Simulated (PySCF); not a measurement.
Computed shifts of a molecule C2H10FNSi2, PBE/pcSseg-1 run with PySCF, GIAO, gas phase, atoms alike by connectivity averaged where their shifts nearly agree, in ppm (number of nuclei): ¹⁵N: 31.5 (1). ¹³C: 37.4 (1), -1.3 (1). ²⁹Si: 11.6 (1), -41.4 (1). ¹⁹F: -244.8 (1). ¹H: 5.85 (1), 5.58 (1), 4.56 (1), 4.38 (1), 3.03 (1), 2.92 (1), 0.84 (1), 0.81 (1), 0.35 (1), -0.17 (1). References: ¹⁵N against NH3 (σ = 267.0 ppm); ¹³C against TMS (σ = 182.0 ppm); ²⁹Si against TMS (σ = 335.4 ppm); ¹⁹F against CFCl3 (σ = 133.6 ppm); ¹H against TMS (σ = 31.49 ppm), references at their B3LYP-D3(BJ)/def2-TZVP geometries, non-relativistic. Geometry: B3LYP-D3(BJ)/def2-SVP. One conformer was computed; it need not be the lowest.

Task: Pick the molecule that these values belong to.
A) C[Si@H](F)CN[SiH3]
B) C[C@H](N)[Si@H](F)[SiH3]
C) NC[SiH2]C[SiH2]F
D) C[SiH2]C[Si@H](N)F

Result: C, NC[SiH2]C[SiH2]F
